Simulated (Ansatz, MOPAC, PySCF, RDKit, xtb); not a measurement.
Pair of molecules: CH3F (SMILES CF) (first 5 atoms) with C2H3N (SMILES CC#N); geometry from B3LYP-D3(BJ)/def2-TZVP, rigid monomers moved along the line of their centres of mass till F2···H9 is 2.76 Å.
(charge 0, multiplicity 1):
```xyz
11

C      0.37294     0.59248    -0.17773
F      1.16322    -0.29152     0.56562
H     -0.17778     1.22593     0.51524
H      1.03060     1.19013    -0.80904
H     -0.31110     0.00621    -0.79144
C      0.99518    -0.28041     4.16176
C      0.08374     0.77989     3.76513
N     -0.63529     1.61537     3.43849
H      1.34292    -0.80488     3.27242
H      1.85304     0.14012     4.68711
H      0.48792    -0.98407     4.82227
```

```tsv
level	interaction energy (kJ/mol)	cost
MMFF94	-11.5	-
UFF	-3.3	-
GFN-FF	-11.0	-
AM1	-3.2	-
PM3	-3.3	-
PM6	-5.9	-
PM7	-9.3	-
GFN1-xTB	-9.4	-
GFN2-xTB	-13.2	-
HF/STO-3G (no counterpoise)	-4.4	-
HF/3-21G (no counterpoise)	-17.8	-
HF/6-31G*	-8.9	-
HF/6-31G* (no counterpoise)	-13.3	-
HF/aug-cc-pVDZ	-9.7	-
PBE/def2-TZVPPD	-10.5	×1
PBE-D3(BJ)/def2-TZVPPD	-13.6	×1
PBE-D4/def2-TZVPPD	-13.7	×1
BP86/6-31G* (no counterpoise)	-11.3	-
r2SCAN/def2-TZVPPD	-11.7	×2
r2SCAN-D3(BJ)/def2-TZVPPD	-13.2	×2
r2SCAN-D4/def2-TZVPPD	-13.1	×2
B3LYP/3-21G (no counterpoise)	-18.9	-
B3LYP/6-31G*	-8.1	-
B3LYP/6-31G* (no counterpoise)	-14.6	-
B3LYP/6-311+G** (no counterpoise)	-10.1	-
B3LYP/def2-TZVPPD	-8.8	×1
B3LYP-D3(BJ)/def2-TZVPPD	-13.3	×1
B3LYP-D4/def2-TZVPPD	-13.3	×1
PBE0/def2-TZVPPD	-10.7	×1
PBE0-D3(BJ)/def2-TZVPPD	-13.7	×1
PBE0-D4/def2-TZVPPD	-13.7	×1
M06-2X/6-31G* (no counterpoise)	-16.3	-
wB97X-V/def2-TZVPPD	-13.8	×3
wB97M-V/def2-TZVPPD	-13.3	×3
MP2/6-31G*	-9.9	-
MP2/6-31G* (no counterpoise)	-16.3	-
MP2/aug-cc-pVDZ	-12.6	-
SCS-MP2/aug-cc-pVDZ	-11.3	-
CCSD/aug-cc-pVDZ	-11.9	-
CCSD(T)/aug-cc-pVDZ	-12.4	×20
```

The rows run from -18.9 (B3LYP/3-21G (no counterpoise)) to -3.2 kJ/mol (AM1). In aug-cc-pVDZ the value moves HF -9.7, MP2 -12.6, CCSD -11.9, CCSD(T) -12.4, a shift of -2.7 from HF to CCSD(T). The dispersion term adds -3.1 in PBE-D3(BJ), -3.2 in PBE-D4, -1.5 in r2SCAN-D3(BJ). The 6 functionals in def2-TZVPPD without D3 or D4 span 5.1, from wB97X-V to B3LYP.

Interaction energies are E(AB) − E(A) − E(B) at the monomers' geometry in the complex; basis-set methods are counterpoise corrected. Rows marked so take none. RDKit's UFF carries no charges.

Frozen-core correlation. Rows in 3-21G, 6-311+G**, 6-31G*, STO-3G carry no dispersion term and start afresh at each structure (6-31G* with six Cartesian d functions). MP2/6-31G* freezes PySCF's default core. The state that AM1, PM3, PM6, PM7 reach isn't checked; PM7 holds dispersion and hydrogen-bond terms.

Programs: Ansatz (a program for electronic structure); MOPAC for AM1, PM3, PM6, PM7 (differences of heats of formation); PySCF for 3-21G rows, 6-311+G** rows, 6-31G* rows, STO-3G rows, the dispersion terms; RDKit for the force fields; xtb for the GFN methods. 

Costs are rough ratios of core time to PBE/def2-TZVPPD (about 5 s over the structures, on one shared machine); a dash marks a level with no comparable run of its own.
